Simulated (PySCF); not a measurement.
C2H5Se, SMILES [Se]CC, multiplicity 2. Atoms are numbered in the order given.

```xyz
8

C     -0.3797     2.1128     0.0000
C      0.6582     0.9994     0.0000
Se    -0.0698    -0.8231     0.0000
H     -1.0267     2.0542    -0.8885
H      0.1133     3.1004     0.0000
H     -1.0267     2.0542     0.8885
H      1.3216     1.0515    -0.8800
H      1.3216     1.0515     0.8800
```
Charge 0, spin multiplicity 2.

The structure is a stationary point at B3LYP-D3(BJ)/def2-SVP. The isomer is the one that the SMILES or the coordinates give; other isomers of the formula were not compared.

These are TDA-ωB97X/def2-SVPD (PySCF) values and carry that method's errors.

Vertical excitations. The molecule is in vacuum.

```
state    energy (eV)  λ (nm)      f                                                      main pairs
-------  -----------  ------  -----  --------------------------------------------------------------
root 1          3.18     390  0.003                                              β HOMO−1→LUMO 95 %
root 2          4.95     250  0.000        α HOMO→LUMO 23 %, β HOMO→LUMO+1 42 %, β HOMO→LUMO+6 10 %
root 3          5.57     223  0.001                            α HOMO→LUMO 48 %, β HOMO→LUMO+1 28 %
root 4          5.90     210  0.011                                              β HOMO−2→LUMO 95 %
root 5          6.19     200  0.059                                              β HOMO→LUMO+2 88 %
root 6          6.32     196  0.000  α HOMO−1→LUMO 70 %, α HOMO−1→LUMO+4 11 %, α HOMO−1→LUMO+5 11 %
root 7          6.56     189  0.000                                              β HOMO−3→LUMO 92 %
root 8          6.62     187  0.068                                              α HOMO→LUMO+1 90 %
root 9          7.23     172  0.007                           α HOMO→LUMO+3 9 %, β HOMO→LUMO+3 76 %
root 10         7.29     170  0.000                                              β HOMO→LUMO+4 95 %
```
Unrestricted roots are not spin-pure.
